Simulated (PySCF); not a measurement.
Computed shifts of a molecule C4H5BFN, PBE/pcSseg-1 in PySCF, GIAO, gas phase, atoms alike by connectivity averaged where their shifts nearly agree, in ppm (number of nuclei): ¹⁵N: 305.3 (1). ¹³C: 118.8 (1), 28.8 (1), 26.8 (1), 23.7 (1). ¹⁹F: -16.6 (1). ¹H: 2.75 (1), 2.74 (1), 2.08 (1), 1.90 (2). References: ¹⁵N against NH3 (σ = 267.0 ppm); ¹³C against TMS (σ = 182.0 ppm); ¹¹B against BF3 (σ = 83.9 ppm); ¹⁹F against CFCl3 (σ = 133.6 ppm); ¹H against TMS (σ = 31.49 ppm), references at their B3LYP-D3(BJ)/def2-TZVP geometries, non-relativistic. Coordinates come from a B3LYP-D3(BJ)/def2-SVP optimisation. Other conformers were not sampled.

Q: Which structure fits?
A) CC1=CB(F)N=C1
B) C#CB(N)C(=C)F
C) N#C[C@H]1CCB1F
D) CB1C=C(F)C=N1

A: C, N#C[C@H]1CCB1F
